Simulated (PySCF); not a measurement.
PySCF input file for B(H)2(vinyl) (C2H5B), SMILES C=CB, B3LYP-D3(BJ)/def2-TZVP. The structure is a stationary point at B3LYP-D3(BJ)/def2-TZVP.

```python
import numpy as np
from pyscf import gto, scf, dft, df
from pyscf.hessian import thermo

mol = gto.M(
    atom='''
    B    -0.20597693   -1.34706000    0.00000000
    H    -1.39907260   -1.39327102    0.00000000
    H     0.41692749   -2.36377951   -0.00000001
    C     0.48412266    0.02401094    0.00000000
    C    -0.22927256    1.15973602   -0.00000000
    H     1.56813644    0.11144718   -0.00000000
    H     0.22860694    2.14404593    0.00000000
    H    -1.31381424    1.13437561   -0.00000000
    ''',
    basis='def2-TZVP',
    charge=0,
    spin=0,
    max_memory=1600,
    verbose=3,
)
mf = dft.RKS(mol, xc='b3lyp').density_fit(auxbasis='def2-universal-jkfit')
mf.disp = 'd3bj'
mf.grids.level = 3
mf.conv_tol = 1e-11
mf.max_cycle = 100
mf.kernel()

# [left out here: the lines that compute and print the analytic Hessian (its translational invariance restored by hand, since the grid's response is missing), thermochemistry and intensities]
```

Log of the run:

```
converged SCF energy = -104.07852327058

WARN: DFTD3 does not support analytical Hessian, using finite difference


WARN: Mole.unit (angstrom) is changed to Bohr

Mode                                 0                   1                   2
Irrep
Freq [cm^-1]                      210.7241            373.6609            551.4356
Reduced mass [au]                   1.2450              1.9164              1.1226
Force const [Dyne/A]                0.0326              0.1576              0.2011
Char temp [K]                     303.1850            537.6148            793.3931
Normal mode                   x     y     z       x     y     z       x     y     z
       0   B                 0.00  0.00 -0.02    0.04 -0.11  0.00    0.00  0.00  0.02
       1   H                 0.00 -0.00  0.46    0.05 -0.41  0.00    0.00  0.00  0.46
       2   H                -0.00  0.00 -0.70    0.30  0.05 -0.00   -0.00 -0.00 -0.07
       3   C                 0.00 -0.00  0.12   -0.13 -0.01 -0.00    0.00  0.00 -0.09
       4   C                 0.00 -0.00 -0.06    0.05  0.11  0.00   -0.00 -0.00  0.01
       5   H                 0.00 -0.00  0.06   -0.12 -0.07  0.00    0.00  0.00  0.33
       6   H                 0.00 -0.00 -0.28    0.27  0.01  0.00   -0.00  0.00  0.56
       7   H                 0.00 -0.00 -0.03    0.04  0.35 -0.00   -0.00 -0.00 -0.49
Mode                                 3                   4                   5
Irrep
Freq [cm^-1]                      846.6872            940.7250           1027.7667
Reduced mass [au]                   1.3077              1.9238              1.3902
Force const [Dyne/A]                0.5523              1.0031              0.8652
Char temp [K]                    1218.1943           1353.4938           1478.7275
Normal mode                   x     y     z       x     y     z       x     y     z
       0   B                -0.08  0.11  0.00   -0.07 -0.14 -0.00   -0.00  0.00 -0.16
       1   H                -0.05 -0.44 -0.00   -0.07 -0.28  0.00    0.00 -0.00  0.56
       2   H                 0.44  0.43  0.00   -0.14 -0.20  0.00    0.00 -0.00  0.58
       3   C                 0.01 -0.02 -0.00    0.07  0.07  0.00   -0.00 -0.00  0.05
       4   C                 0.04 -0.04  0.00    0.03  0.10 -0.00   -0.00 -0.00 -0.01
       5   H                 0.03 -0.28 -0.00    0.09 -0.03  0.00   -0.00 -0.00  0.08
       6   H                -0.15  0.04  0.00   -0.38  0.29 -0.00    0.00 -0.00 -0.14
       7   H                 0.04 -0.25 -0.00    0.04 -0.30  0.00   -0.00  0.00  0.15
Mode                                 6                   7                   8
Irrep
Freq [cm^-1]                     1040.6326           1058.9869           1115.4450
Reduced mass [au]                   1.2673              1.2040              1.4428
Force const [Dyne/A]                0.8086              0.7955              1.0577
Char temp [K]                    1497.2386           1523.6464           1604.8771
Normal mode                   x     y     z       x     y     z       x     y     z
       0   B                -0.00 -0.00 -0.01    0.00  0.00  0.02   -0.09 -0.01  0.00
       1   H                -0.00 -0.00  0.02    0.00 -0.00 -0.04   -0.08 -0.43 -0.00
       2   H                 0.00 -0.00  0.07   -0.00  0.00 -0.07   -0.03  0.01  0.00
       3   C                 0.00 -0.00 -0.01   -0.00 -0.00 -0.11    0.11  0.05 -0.00
       4   C                 0.00  0.00  0.14   -0.00 -0.00  0.06   -0.05 -0.06  0.00
       5   H                 0.00 -0.00 -0.24    0.00  0.00  0.75    0.07  0.50 -0.00
       6   H                -0.00  0.00 -0.50    0.00 -0.00 -0.46    0.28 -0.21  0.00
       7   H                -0.00 -0.00 -0.68   -0.00  0.00  0.21   -0.05  0.31 -0.00
Mode                                 9                  10                  11
Irrep
Freq [cm^-1]                     1254.6937           1326.8227           1457.2254
Reduced mass [au]                   1.2421              1.4202              1.3013
Force const [Dyne/A]                1.1521              1.4731              1.6281
Char temp [K]                    1805.2248           1909.0024           2096.6228
Normal mode                   x     y     z       x     y     z       x     y     z
       0   B                -0.08 -0.11 -0.00    0.01  0.04 -0.00    0.01  0.05 -0.00
       1   H                -0.10  0.54  0.00    0.02 -0.12 -0.00    0.03 -0.09 -0.00
       2   H                 0.55  0.28  0.00   -0.12 -0.03  0.00   -0.05  0.02  0.00
       3   C                 0.02 -0.00 -0.00   -0.11 -0.01  0.00    0.01 -0.13 -0.00
       4   C                 0.02  0.00 -0.00    0.11 -0.03  0.00    0.03  0.01 -0.00
       5   H                -0.00  0.32 -0.00   -0.17  0.63  0.00   -0.02  0.26  0.00
       6   H                -0.05  0.04 -0.00    0.00  0.01 -0.00   -0.56  0.30  0.00
       7   H                 0.01 -0.01  0.00    0.13 -0.45  0.00   -0.00  0.51  0.00
Mode                                12                  13                  14
Irrep
Freq [cm^-1]                     1648.0131           2577.9694           2652.9607
Reduced mass [au]                   3.5980              1.0564              1.1297
Force const [Dyne/A]                5.7575              4.1363              4.6845
Char temp [K]                    2371.1239           3709.1240           3817.0198
Normal mode                   x     y     z       x     y     z       x     y     z
       0   B                 0.00  0.03 -0.00    0.04  0.05  0.00   -0.09  0.06  0.00
       1   H                 0.01 -0.05  0.00   -0.75 -0.02  0.00    0.59  0.03 -0.00
       2   H                 0.01  0.04  0.00    0.33 -0.52 -0.00    0.37 -0.62 -0.00
       3   C                 0.07 -0.17 -0.00   -0.00 -0.00  0.00    0.00 -0.00 -0.00
       4   C                -0.09  0.16 -0.00    0.00  0.00  0.00    0.00  0.00  0.00
       5   H                 0.05  0.15  0.00   -0.01  0.01  0.00   -0.02  0.00 -0.00
       6   H                 0.29 -0.01  0.00   -0.01  0.00  0.00    0.00 -0.00  0.00
       7   H                -0.09 -0.31  0.00    0.00  0.00 -0.00   -0.00 -0.00  0.00
Mode                                15                  16                  17
Irrep
Freq [cm^-1]                     3114.5123           3123.8848           3199.6878
Reduced mass [au]                   1.0629              1.0834              1.1158
Force const [Dyne/A]                6.0747              6.2293              6.7304
Char temp [K]                    4481.0898           4494.5747           4603.6384
Normal mode                   x     y     z       x     y     z       x     y     z
       0   B                -0.00  0.00  0.00    0.00 -0.00 -0.00    0.00  0.00 -0.00
       1   H                 0.01 -0.00 -0.00   -0.00  0.00  0.00    0.00  0.00  0.00
       2   H                 0.00 -0.01 -0.00   -0.00  0.01  0.00    0.00 -0.00 -0.00
       3   C                -0.04 -0.01  0.00    0.07  0.00 -0.00   -0.01 -0.00  0.00
       4   C                -0.02  0.05 -0.00   -0.03  0.03  0.00   -0.08 -0.05  0.00
       5   H                 0.54  0.04 -0.00   -0.77 -0.06  0.00    0.14  0.01 -0.00
       6   H                -0.28 -0.58  0.00   -0.15 -0.30  0.00    0.26  0.56 -0.00
       7   H                 0.47  0.02 -0.00    0.45  0.02 -0.00    0.70  0.01 -0.00
temperature 298.1500 [K]
pressure 101325.00 [Pa]
Rotational constants [GHz] 48.96269 10.25178 8.47689
Symmetry number 1
Zero-point energy (ZPE) 0.06270 [Eh]   164617.122 [J/mol]
                           tot       elec      trans        rot        vib
Entropy [J/mol/K]       264.161      0.000    154.712     91.425     18.023
Cv [J/mol/K]             55.144      0.000     12.472     12.472     30.201
Cp [J/mol/K]             63.459      0.000     20.786     12.472     30.201
Internal energy [J/mol]                      3718.434   3718.434 168109.934
Internal energy [Eh]   -104.01166  -104.07852
Enthalpy [J/mol]                             6197.391   3718.434 168109.934
Enthalpy [Eh]          -104.01072
Gibbs free energy [J/mol]                  -39930.114 -23539.922 162736.295
Gibbs free energy [Eh] -104.04071
mode   freq/cm-1   IR/(km/mol)
   1      210.72         0.164
   2      373.66         0.395
   3      551.44         1.859
   4      846.69        11.051
   5      940.72        20.117
   6     1027.77        44.465
   7     1040.63        49.586
   8     1058.99        12.188
   9     1115.45         5.603
  10     1254.69        43.732
  11     1326.82         2.691
  12     1457.23        57.523
  13     1648.01        50.498
  14     2577.97       124.852
  15     2652.96       144.882
  16     3114.51        20.690
  17     3123.88        10.198
  18     3199.69        12.538
max |gradient| / (hartree/bohr): 4.6270076750290384e-05
APT charges: [ 0.6473 -0.1826 -0.1999 -0.4344  0.0946  0.0159  0.0256  0.0335]
```

The run converged.

Cost: around 90 core-seconds (rough).
